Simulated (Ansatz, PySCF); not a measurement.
C₂H₃F₃O, SMILES OCC(F)(F)F. Atoms are numbered in the order given.

```xyz
9

O     -1.9861    -0.0232     0.2853
C     -0.8226     0.7314     0.4487
C      0.4121    -0.0141    -0.0316
F      0.2636    -0.3714    -1.3267
F      1.5025     0.7631     0.0569
F      0.6402    -1.1311     0.6667
H     -2.0922    -0.2134    -0.6573
H     -0.6957     0.9395     1.5215
H     -0.8410     1.7011    -0.0863
```
Charge 0, spin multiplicity 1.

The structure is a stationary point at B3LYP-D3(BJ)/def2-SVP. Other conformers were not sampled.

Two levels are set side by side: PBE-D3(BJ)/def2-SVP (Ansatz, a first-principles code) and B3LYP-D3(BJ)/def2-SVP (Ansatz). Each level has its own optimised geometry; the coordinates shown are those of the second. Frequencies come from the Hessian of PySCF at each geometry. Differences are taken from unrounded values.

```tsv
quantity	B3LYP-D3(BJ)
mean bond length (Å)	1.265
bond O1–C2 (Å)	1.396
bond C2–C3 (Å)	1.520
bond C3–F4 (Å)	1.352
bond C3–F5 (Å)	1.342
bond C3–F6 (Å)	1.337
bond O1–H7 (Å)	0.967
bond C2–H8 (Å)	1.100
bond C2–H9 (Å)	1.108
highest harmonic wavenumber (cm⁻¹)	3804
mean harmonic wavenumber (cm⁻¹)	1210
zero-point energy (kcal/mol)	36.33
```

What does PBE-D3(BJ) give, and how far is it from B3LYP-D3(BJ)? (An estimate is asked for; the answer gives what the named calculation found.)


```
quantity                            PBE-D3(BJ)  PBE-D3(BJ) minus B3LYP-D3(BJ)
----------------------------------  ----------  -----------------------------
mean bond length (Å)                     1.274                          0.009
bond O1–C2 (Å)                           1.402                          0.005
bond C2–C3 (Å)                           1.525                          0.005
bond C3–F4 (Å)                           1.364                          0.012
bond C3–F5 (Å)                           1.352                          0.010
bond C3–F6 (Å)                           1.347                          0.010
bond O1–H7 (Å)                           0.976                          0.009
bond C2–H8 (Å)                           1.109                          0.008
bond C2–H9 (Å)                           1.118                          0.010
highest harmonic wavenumber (cm⁻¹)        3690                           -114
mean harmonic wavenumber (cm⁻¹)           1173                            -37
zero-point energy (kcal/mol)             35.21                          -1.12
```

Exact exchange shortens and stiffens bonds; PBE has none. Differences between two approximate levels are no errors against the true value.
